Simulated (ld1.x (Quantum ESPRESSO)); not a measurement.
Reading a pseudo-wave (scandium)

Columns: radius, all-electron u(r) and pseudo u(r) of the 3d shell (level -3.29 eV) of scandium in the configuration [Ne] 3s2 3p6 3d1 4s2 4p0; PW91, scalar-relativistic, TM scheme, ld1.x (Quantum ESPRESSO) 7.5.

```json
{"r (bohr)": "0.072", "all-electron": "0.0105", "pseudo": "0.0021"}
{"r (bohr)": "0.145", "all-electron": "0.0561", "pseudo": "0.0164"}
{"r (bohr)": "0.217", "all-electron": "0.1287", "pseudo": "0.0517"}
{"r (bohr)": "0.290", "all-electron": "0.2161", "pseudo": "0.1134"}
{"r (bohr)": "0.362", "all-electron": "0.3046", "pseudo": "0.1979"}
{"r (bohr)": "0.435", "all-electron": "0.3894", "pseudo": "0.3000"}
{"r (bohr)": "0.507", "all-electron": "0.4642", "pseudo": "0.4060"}
{"r (bohr)": "0.580", "all-electron": "0.5294", "pseudo": "0.5069"}
{"r (bohr)": "0.652", "all-electron": "0.5832", "pseudo": "0.5909"}
{"r (bohr)": "0.725", "all-electron": "0.6271", "pseudo": "0.6550"}
{"r (bohr)": "0.798", "all-electron": "0.6607", "pseudo": "0.6971"}
{"r (bohr)": "0.870", "all-electron": "0.6846", "pseudo": "0.7201"}
{"r (bohr)": "0.942", "all-electron": "0.7004", "pseudo": "0.7291"}
{"r (bohr)": "1.015", "all-electron": "0.7094", "pseudo": "0.7290"}
{"r (bohr)": "1.088", "all-electron": "0.7125", "pseudo": "0.7237"}
{"r (bohr)": "1.160", "all-electron": "0.7108", "pseudo": "0.7160"}
{"r (bohr)": "1.232", "all-electron": "0.7054", "pseudo": "0.7071"}
{"r (bohr)": "1.305", "all-electron": "0.6968", "pseudo": "0.6971"}
{"r (bohr)": "1.378", "all-electron": "0.6858", "pseudo": "0.6858"}
{"r (bohr)": "1.450", "all-electron": "0.6730", "pseudo": "0.6730"}
{"r (bohr)": "1.522", "all-electron": "0.6590", "pseudo": "0.6590"}
{"r (bohr)": "1.595", "all-electron": "0.6436", "pseudo": "0.6436"}
{"r (bohr)": "1.668", "all-electron": "0.6276", "pseudo": "0.6276"}
{"r (bohr)": "1.740", "all-electron": "0.6113", "pseudo": "0.6113"}
{"r (bohr)": "1.812", "all-electron": "0.5948", "pseudo": "0.5948"}
{"r (bohr)": "1.885", "all-electron": "0.5780", "pseudo": "0.5780"}
```

(1) How many radial nodes do the two functions have?

(2) At about which radius was the pseudo-wave matched?

(3) Where does each function peak?

(4) Is the pseudo-wave norm-conserving?

Answers

(1) The all-electron 3d function has n − l − 1 = 0; the pseudo-wave has 0.

(2) 1.45 bohr. The columns agree to 0.0005 from 1.30 bohr on; several derivatives are matched, so the curves merge somewhat inside the radius.

(3) Outermost all-electron maximum near 1.09 bohr, pseudo maximum near 0.94 bohr (to the table’s step).

(4) Yes: the TM scheme keeps the norm inside the radius equal to the all-electron one, which fixes the energy derivative of the logarithmic derivative at the level.
